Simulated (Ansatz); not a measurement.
TaOF₂, SMILES [O]=[Ta+]([F])[F], charge +1, multiplicity 1.

Geometry optimised at r2SCAN-D4/def2-TZVP. The spin state was assumed, not searched. The isomer is the one that the SMILES or the coordinates give; other isomers of the formula were not compared. The def2 effective core potentials stand for the cores of Ta; spin–orbit coupling is left out.

Two levels are set side by side: PBE/def2-SVPD (Ansatz, a program for electronic structure) and ωB97X-V/def2-SVPD (Ansatz). Energy differences of separate SCF runs at the same geometry; the states with an electron removed or added have multiplicity 2 and 2. Differences are taken from unrounded values.

```
quantity                             PBE
---------------------------------  -----
vertical ionisation energy (eV)    19.10
vertical electron affinity (eV)     8.28
vertical singlet–triplet gap (eV)   4.06
```

### Question
These are the PBE values. What does ωB97X-V give? (The exact figures need the calculation; the answer reports its results.)

### Answer

```csv
quantity,ωB97X-V,PBE minus ωB97X-V
vertical ionisation energy (eV),19.30,-0.20
vertical electron affinity (eV),8.50,-0.22
vertical singlet–triplet gap (eV),3.90,0.16
```
